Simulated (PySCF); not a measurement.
Complete the spectrum of C6H4NP

Species: C₆H₄NP.
SMILES with atom numbers: `[N:1]#[C:2][c:3]1[cH:4][cH:5][cH:6][cH:7][p:8]1` (hydrogens: H9 on C4; H10 on C5; H11 on C6; H12 on C7)

The calculation used TDDFT PBE0/def2-SVPD, vertical, gas phase, core orbitals frozen in the response in PySCF. Geometry: GFN2-xTB; no solvent, vibrations or thermal averaging.

Orbital energies (eV): HOMO-3 -9.61, HOMO-2 -8.51, HOMO-1 -8.33, HOMO -7.76, LUMO -2.46, LUMO+1 -1.76, LUMO+2 0.42.

Lowest singlets, with some entries withheld (?).

```
state  E (eV)  f  main configurations (H = HOMO, L = LUMO)
   S1    4.59  ?                  H-1→L (48%), H→L+1 (44%)
   S2    4.74  ?                               H-2→L (98%)
   S3    4.86  ?                                 H→L (85%)
   S4    5.34  ?                             H-2→L+1 (98%)
   S5    5.70  ?                               H-3→L (95%)
   S6    5.78  ?                  H→L+1 (47%), H-1→L (38%)
   S7    6.12  ?                             H-1→L+1 (82%)
   S8    6.43  ?   H-3→L+1 (42%), H-4→L (39%), H-6→L (16%)
```

Q: What stands in place of each question mark?

A: 
- S1: f = 0.0084
- S2: f = 0.012
- S3: f = 0.126
- S4: f = 0.0041
- S5: f = 0.0000
- S6: f = 0.452
- S7: f = 0.216
- S8: f = 0.0009

Q: Where do the lowest triplets lie (Tamm–Dancoff)?

A: T1 3.02 eV, H→L (90%); T2 3.86 eV, H-2→L (93%); T3 3.90 eV, H-1→L (65%), H→L+1 (33%). E(S1) − E(T1) = +1.57 eV.

Q: Which level carries the most intensity, and what share of the listed sum of f?

A: S6, with f = 0.452 of 0.819, 55%.

Q: How far apart are S1 and S6, in eV and cm⁻¹?

A: 5.776 − 4.587 = 1.189 eV, or about 9590 cm⁻¹.
